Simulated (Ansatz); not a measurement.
Geometry optimisation, Ansatz, DFT PBE-D3(BJ), scalar-relativistic, plane waves, PAW.

Input file:

```yaml
accuracy: low
crystal:
  lattice:
    - [6.495065, 0.0, 0.0]
    - [0.0, 6.495065, 0.0]
    - [0.0, 0.0, 6.495065]
  atoms:
    - { symbol: O, position: [0.4155912, 0.070067, 0.8908667] }
    - { symbol: H, position: [0.363508, 0.1974678, 0.8334723] }
    - { symbol: H, position: [0.4923433, 0.0086894, 0.7787076] }
    - { symbol: O, position: [0.4478273, 0.67302, 0.1594038] }
    - { symbol: H, position: [0.4508988, 0.7971611, 0.0768369] }
    - { symbol: H, position: [0.4474136, 0.5628511, 0.0589032] }
    - { symbol: O, position: [0.7540674, 0.3555092, 0.897514] }
    - { symbol: H, position: [0.8885901, 0.4165499, 0.877132] }
    - { symbol: H, position: [0.772346, 0.2133492, 0.8563538] }
    - { symbol: O, position: [0.7877975, 0.7775085, 0.6637555] }
    - { symbol: H, position: [0.8879112, 0.7640955, 0.77346] }
    - { symbol: H, position: [0.6563597, 0.7661812, 0.733279] }
    - { symbol: O, position: [0.9487128, 0.4065303, 0.4680808] }
    - { symbol: H, position: [0.9128577, 0.3072241, 0.3627698] }
    - { symbol: H, position: [0.8310137, 0.406096, 0.5596476] }
    - { symbol: O, position: [0.1663862, 0.9440029, 0.3132779] }
    - { symbol: H, position: [0.0959357, 1.0611096, 0.2536081] }
    - { symbol: H, position: [0.0916162, 0.8262316, 0.2605797] }
    - { symbol: O, position: [0.2229203, 0.6866012, 0.6802425] }
    - { symbol: H, position: [0.1533794, 0.8173628, 0.6976552] }
    - { symbol: H, position: [0.3652256, 0.7243057, 0.6564667] }
    - { symbol: O, position: [0.5998458, 0.31168, 0.3546921] }
    - { symbol: H, position: [0.6131487, 0.4477581, 0.4142196] }
    - { symbol: H, position: [0.6094695, 0.2199465, 0.4718675] }
    - { symbol: F, position: [0.055165, 0.136115, 0.8537133] }
    - { symbol: H, position: [0.0533414, 0.1363204, 0.7099403] }
basis:
  ecutwfc: 420.0
kpoints:
  mp_grid: { grid: [1, 1, 1] }
hamiltonian:
  xc: pbe
  dispersion: d3bj
scf:
  occupations: { method: fermi_dirac, width: 0.05 }
  lower_state_search: "off"
relax:
  f_tol: 0.3
  max_steps: 15
  adjacent_minimum: "off"
```

Launched with:

```bash
$ ansatz run input.yaml --threads 1 --pin off --max-ram 3072MiB --backend cpu --events-out ev --progress --plain --runs-dir out
```

**Question.** Where does it end, and by what steps?

**Answer.** The run converged. The threshold is loose, so the end isn't yet a minimum. Limits of this set-up: coarse k mesh, low accuracy level. After 13 steps the energy has fallen by 4.721 eV; H15 moved furthest, 1.62 Å.

```json
{"step": "0", "energy less start (eV)": "0.0000", "largest force component (eV/Å)": "1.647", "accepted": "yes"}
{"step": "1", "energy less start (eV)": "-1.0002", "largest force component (eV/Å)": "1.023", "accepted": "yes"}
{"step": "2", "energy less start (eV)": "-1.6822", "largest force component (eV/Å)": "1.731", "accepted": "yes"}
{"step": "3", "energy less start (eV)": "-2.2911", "largest force component (eV/Å)": "1.513", "accepted": "yes"}
{"step": "4", "energy less start (eV)": "-2.8517", "largest force component (eV/Å)": "1.409", "accepted": "yes"}
{"step": "5", "energy less start (eV)": "-3.3315", "largest force component (eV/Å)": "1.100", "accepted": "yes"}
{"step": "6", "energy less start (eV)": "-3.7348", "largest force component (eV/Å)": "0.737", "accepted": "yes"}
{"step": "7", "energy less start (eV)": "-4.0047", "largest force component (eV/Å)": "1.230", "accepted": "yes"}
{"step": "8", "energy less start (eV)": "-4.2042", "largest force component (eV/Å)": "0.888", "accepted": "yes"}
{"step": "9", "energy less start (eV)": "-4.3834", "largest force component (eV/Å)": "0.893", "accepted": "yes"}
{"step": "10", "energy less start (eV)": "-4.5369", "largest force component (eV/Å)": "0.541", "accepted": "yes"}
{"step": "11", "energy less start (eV)": "-4.6223", "largest force component (eV/Å)": "0.616", "accepted": "yes"}
{"step": "12", "energy less start (eV)": "-4.6731", "largest force component (eV/Å)": "0.372", "accepted": "yes"}
{"step": "13", "energy less start (eV)": "-4.7212", "largest force component (eV/Å)": "0.265", "accepted": "yes"}
```

```xyz
26
Lattice="6.4951 0.0000 0.0000 0.0000 6.4951 0.0000 0.0000 0.0000 6.4951" Properties=species:S:1:pos:R:3
O 3.328 0.641 5.720
H 2.358 0.570 5.563
H 3.750 -0.004 5.094
O 2.996 4.286 1.246
H 3.509 5.114 1.352
H 3.333 3.913 0.384
O 4.385 3.086 5.722
H 5.215 2.939 6.206
H 3.973 2.163 5.664
O 4.421 5.300 3.959
H 5.297 5.380 3.538
H 4.451 4.456 4.473
O 6.665 2.087 3.607
H 5.715 2.152 3.284
H 6.938 2.980 3.988
O 0.539 5.572 1.931
H 0.491 6.438 1.483
H 1.274 5.098 1.469
O 1.248 4.329 4.530
H 0.864 5.163 4.901
H 1.657 4.666 3.708
O 4.238 2.113 2.503
H 3.788 2.938 2.182
H 3.550 1.619 2.976
F 0.624 0.448 5.246
H 0.370 1.206 4.466
```

Time of the run: 13 s on 1 thread of Intel(R) Xeon(R) 6975P-C (Granite Rapids), on a shared host, peak memory 0.39 GiB.
